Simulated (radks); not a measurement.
Results of a calculation; reference values are marked as such.
Isoelectronic series with 23 electrons, all held in the configuration [Ar] 3d5, which need not be the ground one along the series. Code: a radial shooting solver on a logarithmic mesh with Libxc functionals. Model: Dirac Kohn-Sham, PBE, spin-unpolarised, spherical densities, point nucleus; open shells are shared between the two j in proportion to 2j + 1. Total energies (hartree) and orbital eigenvalues (eV) (* marks an orbital that is empty in some or all of the ions):

ion,E (hartree),4p1/2*,4s1/2*,3d5/2,3d3/2,3p3/2,3p1/2
Nb18+,-3654.92751,-406.7660,-436.8762,-723.8684,-727.6069,-861.1956,-879.5017
Tc20+,-4072.96998,-488.8032,-522.0640,-867.3121,-872.1788,-1016.380,-1039.648
Rh22+,-4515.27619,-578.1917,-614.6376,-1022.934,-1029.163,-1183.991,-1213.187
Ag24+,-4982.12524,-674.9875,-714.6565,-1190.717,-1198.572,-1364.048,-1400.266
In26+,-5473.81796,-779.2555,-822.1886,-1370.648,-1380.425,-1556.578,-1601.048
Sb28+,-5990.67812,-891.0686,-937.3101,-1562.720,-1574.748,-1761.614,-1815.717
I30+,-6533.05373,-1010.508,-1060.105,-1766.927,-1781.574,-1979.193,-2044.472
La34+,-7695.8743,-1272.628,-1329.096,-2211.745,-2232.882,-2452.154,-2545.130
Pr36+,-8317.1516,-1415.512,-1475.500,-2452.360,-2477.450,-2707.632,-2817.525
Pm38+,-8965.6136,-1566.427,-1630.000,-2705.116,-2734.691,-2975.843,-3104.992
Eu40+,-9641.7575,-1725.497,-1792.722,-2970.019,-3004.657,-3256.845,-3407.831
Tb42+,-10346.1179,-1892.856,-1963.804,-3247.076,-3287.405,-3550.697,-3726.364
Ho44+,-11079.2699,-2068.647,-2143.395,-3536.296,-3582.992,-3857.463,-4060.939
Tm46+,-11841.8326,-2253.026,-2331.656,-3837.686,-3891.482,-4177.210,-4411.934
Lu48+,-12634.4738,-2446.158,-2528.759,-4151.257,-4212.939,-4510.006,-4779.754
Ta50+,-13457.9139,-2648.226,-2734.892,-4477.020,-4547.434,-4855.924,-5164.840

Estimate the row of Cs32+.

Answer. E (hartree) -7101.3186; 4p1/2* -1137.662; 4s1/2* -1190.667; 3d5/2 -1983.269; 3d3/2 -2000.938; 3p3/2 -2209.358; 3p1/2 -2287.531.
